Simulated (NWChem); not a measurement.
The numbers come from NWChem runs, not from measurements. System: AlO, charge 0, spin multiplicity 2, at a geometry optimised with UB3LYP/def2-SVP. The structure started from a generated list of species. Its SCF solution wasn't tested for a lower state. Level: ROCCSD(T)/def2-TZVP, 6 core orbitals frozen.

Part of the output:

```
             Northwest Computational Chemistry Package (NWChem) 7.3.0
             --------------------------------------------------------

                                NWChem Input Module
                                -------------------

 Scaling coordinates for geometry "geometry" by  1.889725989
 (inverse scale =  0.529177249)

 Turning off AUTOSYM since
 SYMMETRY directive was detected!

                             Geometry "geometry" -> ""
                             -------------------------

 Output coordinates in angstroms (scale by  1.889725989 to convert to a.u.)

  No.       Tag          Charge          X              Y              Z
 ---- ---------------- ---------- -------------- -------------- --------------
    1 Al                  13.0000     0.00000000     0.00000000     0.62413900
    2 O                    8.0000     0.00000000     0.00000000    -1.01422600

 Effective nuclear repulsion energy (a.u.)      33.5910703024

            Nuclear Dipole moment (a.u.)
            ----------------------------
        X                 Y               Z
 ---------------- ---------------- ----------------
     0.0000000000     0.0000000000    -0.0000018897

      Symmetry information
      --------------------

 Group name             C2v
 Group number             16
 Group order               4
 No. of unique centers     2

      Symmetry unique atoms

     1    2


 Summary of "ao basis" -> "" (spherical)
 ------------------------------------------------------------------------------
       Tag                 Description            Shells   Functions and Types
 ---------------- ------------------------------  ------  ---------------------
 *                         def2-tzvp                  on all atoms

 Summary of "ao basis" -> "ao basis" (spherical)
 ------------------------------------------------------------------------------
       Tag                 Description            Shells   Functions and Types
 ---------------- ------------------------------  ------  ---------------------
 Al                        def2-tzvp                13       37   5s5p2d1f
 O                         def2-tzvp                11       31   5s3p2d1f

                                 NWChem SCF Module
                                 -----------------

  ao basis        = "ao basis"
  functions       =    68
  atoms           =     2
  closed shells   =    10
  open shells     =     1
  charge          =   0.00
[...]
       Number of AO shells :    24
        Use of symmetry is : on
      Symmetry adaption is : on
         Schwarz screening : 0.10D-09

          Correlation Information
          -----------------------
          Calculation type : Coupled-cluster singles & doubles w/ perturbation
   Perturbative correction : (T)
            Max iterations :      100
        Residual threshold : 0.10D-05
     T(0) DIIS level shift : 0.00D+00
     L(0) DIIS level shift : 0.00D+00
     T(1) DIIS level shift : 0.00D+00
     L(1) DIIS level shift : 0.00D+00
     T(R) DIIS level shift : 0.00D+00
     T(I) DIIS level shift : 0.00D+00
   CC-T/L Amplitude update :  5-th order DIIS
                I/O scheme : Global Array Library
        L-threshold :  0.10D-05
        EOM-threshold :  0.10D-05
 no EOMCCSD initial starts read in
 TCE RESTART OPTIONS
 SLICE:      F
 D4D5:       F
 quantumc:   F
 qrotation:  F
 pwtce:      F
 qducc:      F
 nacto:                         0
 nrotv:                         0
 nrot:                          0

            Memory Information
            ------------------
          Available GA space size is     249027552 doubles
          Available MA space size is     104850588 doubles

 Maximum block size supplied by input
 Maximum block size        24 doubles

 tile_dim =     23

 -------------------------------------------------

 Global array virtual files algorithm will be used

 Parallel file system coherency ......... OK

 4-electron integrals stored in orbital form

 v2    file size   =          1189786
 4-index algorithm nr.  13 is used
 imaxsize =       30
 imaxsize ichop =        0


CCSD iterations
 ---------------------------------------------------------
 Iter          Residuum       Correlation     Cpu    Wall
 ---------------------------------------------------------
    1   0.2068205184000  -0.3149823782896     0.3     0.3
    2   0.0560939493666  -0.2904560493106     0.3     0.3
    3   0.0292243102652  -0.3055648528866     0.4     0.4
    4   0.0194444200904  -0.3012113113302     0.3     0.3
    5   0.0160862005762  -0.3056233204671     0.3     0.3
    6   0.0050095075545  -0.3047270580520     0.3     0.3
    7   0.0061398331117  -0.3045549053914     0.3     0.3
    8   0.0031117387508  -0.3049406131390     0.3     0.3
    9   0.0048868413422  -0.3046277675125     0.3     0.3
   10   0.0034659014960  -0.3051798335903     0.3     0.3
   11   0.0005963324840  -0.3051215423456     0.3     0.3
   12   0.0003960432271  -0.3051115437052     0.3     0.3
   13   0.0002724920539  -0.3051185021679     0.3     0.3
   14   0.0002231604561  -0.3051088399274     0.3     0.3
   15   0.0001668717875  -0.3051223856212     0.3     0.3
   16   0.0000708139770  -0.3051203734190     0.3     0.3
   17   0.0000641861376  -0.3051148673365     0.3     0.3
   18   0.0000382413455  -0.3051213376376     0.3     0.3
   19   0.0000514869080  -0.3051172970567     0.3     0.3
   20   0.0000374900145  -0.3051236452575     0.3     0.3
   21   0.0000094073461  -0.3051235222055     0.3     0.3
   22   0.0000053706878  -0.3051228290743     0.3     0.3
   23   0.0000045683629  -0.3051231912552     0.3     0.3
   24   0.0000033585977  -0.3051228678754     0.3     0.3
   25   0.0000028271738  -0.3051231942791     0.3     0.3
   26   0.0000010565865  -0.3051230779026     0.3     0.3
   27   0.0000011362336  -0.3051230269458     0.3     0.3
   28   0.0000006542002  -0.3051231146929     0.3     0.3
 -----------------------------------------------------------------
 Iterations converged
 CCSD correlation energy / hartree =        -0.305123114692884
 CCSD total energy / hartree       =      -317.066332942276119

 Singles contributions
    11a1  (beta ) ---     8a1  (beta )        0.1927217484

 Doubles contributions
 CCSD(T)
 Using plain CCSD(T) code
             total no. of tasks          927
 total no. of tasks / no. procs          927
                         wl_min            2           1.1
                         wl_max        97336           6.8
        thresh for no. of tasks          927

 CCSD[T]  correction energy / hartree =        -0.025429197854854
 CCSD[T] correlation energy / hartree =        -0.330552312547738
 CCSD[T] total energy / hartree       =      -317.091762140130982
 CCSD(T)  correction energy / hartree =        -0.020138214676521
 CCSD(T) correlation energy / hartree =        -0.325261329369405
 CCSD(T) total energy / hartree       =      -317.086471156952655

 Task  times  cpu:       16.1s     wall:       16.1s

 Total times  cpu:       16.1s     wall:       16.1s
```

### Question
Write an NWChem input that would produce this output.

### Answer
This is not unique; one that fits is 
```
start mol
memory heap 100 mb stack 700 mb global 1900 mb
geometry units angstroms nocenter noautoz
  Al     0.000000     0.000000     0.624139
  O      0.000000     0.000000    -1.014226
  symmetry group C2v
end
basis spherical
  * library def2-tzvp
end
scf
  rohf
  nopen 1
  maxiter 100
  thresh 1e-7
  semidirect memsize 60000000 filesize 0
  # guess.movecs holds the orbitals of an unrestricted PBE0 run
  vectors input guess.movecs output mol.movecs
end
tce
  freeze core 6
  ccsd(t)
  2eorb
  2emet 13
  thresh 1e-6
  maxiter 100
  tilesize 24
end
task tce energy
```
